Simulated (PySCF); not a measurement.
**Bonding in `c1ccc(C2C[SiH2]C2)cc1`**

Species: C9H12Si.
Numbering: `[cH:1]1[cH:2][cH:3][c:4]([CH:5]2[CH2:6][SiH2:7][CH2:8]2)[cH:9][cH:10]1` (hydrogens: H11 on C1; H12 on C2; H13 on C3; H14 on C5; H15, H16 on C6; H17, H18 on Si7; H19, H20 on C8; H21 on C9; H22 on C10)

Cartesian coordinates in Å at the PBE0-D3(BJ)/def2-SVP level; atoms count from 1:
```xyz
22
C9H12Si angstrom
C      3.4303   -0.6416    0.4439
C      2.3794   -1.5478    0.5909
C      1.0623   -1.1237    0.4408
C      0.7646    0.2136    0.1401
C     -0.6616    0.6708   -0.0214
C     -1.5544    0.4157    1.2461
Si    -2.6647   -0.7051    0.1972
C     -1.4540   -0.1084   -1.1321
C      1.8280    1.1099   -0.0040
C      3.1496    0.6896    0.1459
H      4.4642   -0.9740    0.5616
H      2.5885   -2.5947    0.8249
H      0.2511   -1.8488    0.5599
H     -0.6443    1.7455   -0.2576
H     -2.0275    1.3325    1.6278
H     -1.0119   -0.0528    2.0798
H     -4.1015   -0.3121    0.0496
H     -2.6118   -2.1663    0.5217
H     -0.8549   -0.8733   -1.6467
H     -1.8793    0.5557   -1.8991
H      1.6151    2.1567   -0.2384
H      3.9642    1.4086    0.0283
```

Bond orders from the PBE0/pcSseg-1 density (PySCF). One conformer (not necessarily the lowest) at the PBE0-D3(BJ)/def2-SVP geometry, without solvent, vibrations or thermal averaging.

Problem. How far do the computed orders between heavy atoms stray from the drawn ones?

Solution. The largest departure is 0.117, at C3–C4 (drawn aromatic, 1.383), counting aromatic bonds as 1.5. The bonds drawn aromatic range from 1.38 to 1.46.

Problem. Set the Mayer orders of the bonds between heavy atoms beside their lengths.

Solution. 
| bond | drawn as | length (Å) | Mayer order |
| --- | --- | --- | --- |
| C1–C2 | aromatic | 1.395 | 1.417 |
| C2–C3 | aromatic | 1.392 | 1.462 |
| C3–C4 | aromatic | 1.403 | 1.383 |
| C4–C5 | single | 1.506 | 0.994 |
| C5–C6 | single | 1.571 | 0.955 |
| C6–Si7 | single | 1.895 | 0.931 |
| Si7–C8 | single | 1.895 | 0.931 |
| C4–C9 | aromatic | 1.398 | 1.439 |
| C9–C10 | aromatic | 1.395 | 1.433 |
| C10–C1 | aromatic | 1.393 | 1.437 |
| C8–C5 | single | 1.571 | 0.955 |

By pair of heavy elements: C–C: lowest C5–C6 and C8–C5 (0.955, 1.571 Å), highest C2–C3 (1.462, 1.392 Å). C–Si: all 2 within 0.02 of one another (0.931 to 0.931). Bonds named together lie within 0.004.

Problem. And the bonds to hydrogen?

Solution. C–H: 0.95 to 0.97 (10 bonds); H–Si: 0.94 (2 bonds).

Problem. Sum the orders of all bonds at each heavy atom with more than one neighbour and set the sums beside the valence in the SMILES.

Solution. C1 3.821 (drawn 4), C2 3.841 (drawn 4), C3 3.801 (drawn 4), C4 3.816 (drawn 4), C5 3.851 (drawn 4), C6 3.785 (drawn 4), Si7 3.740 (drawn 4), C8 3.785 (drawn 4), C9 3.839 (drawn 4), C10 3.831 (drawn 4). Orders between atoms that aren't bonded are not in these sums.

Mayer orders depend on the basis set.
